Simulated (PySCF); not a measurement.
GaH3S3, SMILES [SH][Ga]([SH])[SH].

Coordinates come from a PBE-D3(BJ)/def2-SVP optimisation. The structure was generated by enumeration; whether it is a known compound was not checked. Other conformers were not sampled.

The numbers are results of B3LYP/def2-TZVP run with PySCF, not measurements.

Symmetry labels are those of the subgroup Cs that the program uses (full group Cs).

Computed valence orbital energies around the gap with their symmetry:
```tsv
orbital	symmetry	energy (eV)
HOMO−7	A'	-11.65
HOMO−6	A'	-11.07
HOMO−5	A'	-10.66
HOMO−4	A'	-8.76
HOMO−3	A'	-8.51
HOMO−2	A"	-8.24
HOMO−1	A"	-7.46
HOMO	A"	-7.38
LUMO	A'	-1.43
LUMO+1	A"	-1.08
LUMO+2	A'	-0.76
LUMO+3	A'	0.23
```
